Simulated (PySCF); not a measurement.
Match the calculated data to a structure.

All candidates are C4H11NSi.

* UV, first state: lowest singlet excitation: 6.42 eV (193 nm, f = 0.015) [TDDFT PBE0/def2-SVPD]
* Rotational structure: rotational constants A, B, C: 4.545, 1.932, 1.674 GHz [GFN2-xTB]
* Triplet: lowest triplet excitation (Tamm–Dancoff): 6.07 eV [TDA PBE0/def2-SVPD]
* Polarisability: 79.8 au [PBE0/def2-SVPD]
* UV, strongest line: among the 8 lowest singlet transitions: S4 at 7.55 eV (164 nm, f = 0.042) [TDDFT PBE0/def2-SVPD]
* Dipole: 0.54 D [PBE0/def2-SVPD]

Gas-phase values; electronic properties from PySCF, density fitting. Levels stand in brackets. The structure is a single GFN2-xTB conformer in the gas phase; no vibrational or solvent corrections.

**Question.** Which candidate is it?
A. `C=CC[SiH2]NC`
B. `C[Si@@H](N)C1CC1`
C. `C=N[Si@H](C)CC`

**Answer.** B. It is `C[Si@@H](N)C1CC1`. Numbering: `[CH3:1][Si@@H:2]([NH2:3])[CH:4]1[CH2:5][CH2:6]1`. Its formula, C4H11NSi, gives 1 degree of unsaturation: 1 ring and 0 π bonds in the structure found. The optimised geometry has point group C1 and is an asymmetric top.

The others, at the same levels:
- `C=CC[SiH2]NC` fails: its computed lowest singlet excitation is 5.71 eV (217 nm, f = 0.008) (against 6.42 eV), lowest triplet excitation (Tamm–Dancoff) is 4.28 eV (against 6.07 eV) and strongest line among the 8 lowest singlet transitions is S7 at 7.10 eV (175 nm, f = 0.168) (against S4 at 7.55 eV).
- `C=N[Si@H](C)CC` fails: its computed lowest singlet excitation is 4.00 eV (310 nm, f = 0.000) (against 6.42 eV), lowest triplet excitation (Tamm–Dancoff) is 3.35 eV (against 6.07 eV) and static isotropic polarisability is 84.4 au (against 79.8 au).

Each candidate is one conformer, not necessarily the lowest. Dipoles, sizes and rotational constants follow the conformer. The torsions of the flexible species, by atom-mapped SMILES:
- `[CH3:1][Si@@H:2]([NH2:3])[CH:4]1[CH2:5][CH2:6]1`: C1–Si2–C4–C5 -86°, H–N3–Si2–C1 -49°, H–N3–Si2–C1 173°
- `[CH2:1]=[CH:2][CH2:3][SiH2:4][NH:5][CH3:6]`: C1–C2–C3–Si4 -107°, C2–C3–Si4–N5 168°, C3–Si4–N5–C6 52°
- `[CH2:1]=[N:2][Si@H:3]([CH3:4])[CH2:5][CH3:6]`: C1–N2–Si3–C4 -124°, N2–Si3–C5–C6 -63°
